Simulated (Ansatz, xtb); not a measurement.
Species: sum formula HSeF2, charge 1, multiplicity 1. It need not be the lowest isomer of its formula. SMILES: F[SeH+]F
Structure (B3LYP-D3(BJ)/def2-TZVP (Ansatz, an electronic-structure program) minimum search):
```xyz
4

Se     0.1868    -0.1089     0.2988
F      0.3436     1.2801    -0.6379
F     -0.9574    -0.9233    -0.6279
H     -0.8249     0.4927     1.2337
```
Charge +1, spin multiplicity 1.

Harmonic wavenumbers from GFN2-xTB (xtb, at its own minimum), cm⁻¹: 238, 514, 547, 741, 749, 1887.

Question: Give the harmonic wavenumbers at B3LYP-D3(BJ)/def2-TZVP (Ansatz, finite differences of forces, unscaled).

Answer: 285, 764, 772, 877, 889, 2259 cm⁻¹. Zero-point energy 8.4 kcal/mol.

Question: From these and the geometry, give the ideal-gas thermochemistry at 298.15 K and 1 atm (rigid rotor, harmonic oscillator).

Answer: Point group Cs, rotational symmetry number 1. Rotational constants 15.25, 7.848, 5.426 GHz. S(trans) 40.21, S(rot) 23.72, S(vib) 2.27, S(elec, spin only) 0.00, S 66.2 cal/(mol K). H(298) - H(0) 2.83 kcal/mol; G - E(el) -8.6 kcal/mol.
